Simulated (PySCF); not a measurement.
# Where the electron goes

Compound: AlH2I.
Geometry (PBE0-D3(BJ)/def2-SVP, Å), atoms numbered from 1 in this order:
```
atom  x, y, z in Å
Al1    0.1444    0.1973   -0.0098
H2     1.7240    0.1511    0.0155
H3    -0.7202    1.5205   -0.0409
I4    -1.0649   -1.9594    0.0048
```

The calculation used TDDFT CAM-B3LYP/def2-SVPD, vertical, gas phase, core orbitals frozen in the response, def2 core potentials past Kr (PySCF 2.14.0, density-fitted response routines). Spin–orbit coupling is left out.

Kohn–Sham orbitals with the atoms that hold most of them (Löwdin shares over 4%, at most four atoms; ? is withheld):

```
orbital  ε (eV)                            atoms
 HOMO-3  -10.70  Al1 38%, H2 25%, H3 25%, I4 12%
 HOMO-2  -10.32    I4 61%, Al1 24%, H3 8%, H2 8%
 HOMO-1   -9.23                  I4 89%, Al1 11%
   HOMO   -8.87                                ?
   LUMO   -0.97                                ?
 LUMO+1    0.38    I4 46%, Al1 38%, H2 8%, H3 8%
 LUMO+2    0.80    Al1 73%, I4 12%, H2 7%, H3 7%
```

Task: Give the leading atoms of the HOMO.

Result: I4 (bonded to Al) 82%; Al1 (bonded to I and 2 H) 11%.

Task: Give the leading atoms of the LUMO.

Result: Al1 (bonded to I and 2 H) 61%; I4 (bonded to Al) 20%; H2 (bonded to Al) 9%; H3 (bonded to Al) 9%. By element: aluminium 61%, iodine 20%, hydrogen 19%.

Task: How does S1 compare with the orbital gap of 7.90 eV?

Result: S1 is at 4.66 eV (f = 0.0000), 3.24 eV below the gap, made of HOMO→LUMO (97%). 

Task: One configuration dominates each of S1, S2, S3, S5 and S6. Which, and how do the shares of the two leading atoms of either orbital change from the occupied to the empty one?

Result: 
- S1 (4.66 eV, f 0.0000), HOMO→LUMO (97%): I4 82% → 20%, Al1 11% → 61%
- S2 (5.43 eV, f 0.059), HOMO-1→LUMO (95%): I4 89% → 20%, Al1 11% → 61%
- S3 (5.93 eV, f 0.0018), HOMO-2→LUMO (98%): I4 61% → 20%, Al1 24% → 61%
- S5 (6.06 eV, f 0.045), HOMO→LUMO+1 (94%): I4 82% → 46%, Al1 11% → 38%
- S6 (6.36 eV, f 0.051), HOMO-1→LUMO+1 (93%): I4 89% → 46%, Al1 11% → 38%

Hardware: AMD EPYC, one thread, on a shared host. Cost: 30 s wall (with the writing of density and orbital grids), 0.39 GiB resident at most.
